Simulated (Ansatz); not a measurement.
Compare A (`N=[CH][GeH2][SH]`) with its isomer B (`S[CH]1[NH][GeH2]1`).

Calculated with Ansatz (gas phase, PBE0-D4/def2-TZVP geometries, no zero-point term in ΔE). CBS: MP2 limit from def2 TZ/QZ plus the TZ coupled-cluster correction, frozen cores. DFT in def2-TZVPP. B3LYP here is the variant with VWN-RPA as its local correlation; programs differ in this. For Ge outer-core shells are correlated without core-valence functions, which leaves a few kJ/mol of doubt a bond. Scalar relativity is left out up to krypton. One conformer a species, not always the lowest.

Which isomer does CCSD(T)/CBS put lower? Give the gap. (Best estimate.)

Computed: A, by 31.4 kcal/mol.

Give E(B) − E(A) in kcal/mol with MP2/def2-TZVPP, B3LYP, B3LYP-D4, B2PLYP, ωB97M-V, PBE-D4, HF/def2-TZVPP. (Estimate.)

The calculation gave: MP2/def2-TZVPP 30.5, B3LYP 35.1, B3LYP-D4 34.4, B2PLYP 33.9, ωB97M-V 32.9, PBE-D4 29.1, HF/def2-TZVPP 44.0. None reverses the order clearly.

Largest T1 diagnostic: 0.013.

From PBE to PBE0 (25 % exact exchange), in def2-TZVPP and without D4, E(B) − E(A) moves by +1.0 kcal/mol. In def2-TZVPP, CCSD(T) changes the Hartree–Fock value by −10.2 kcal/mol (the triples alone add −1.3 kcal/mol) and MP2 by −13.5 kcal/mol.
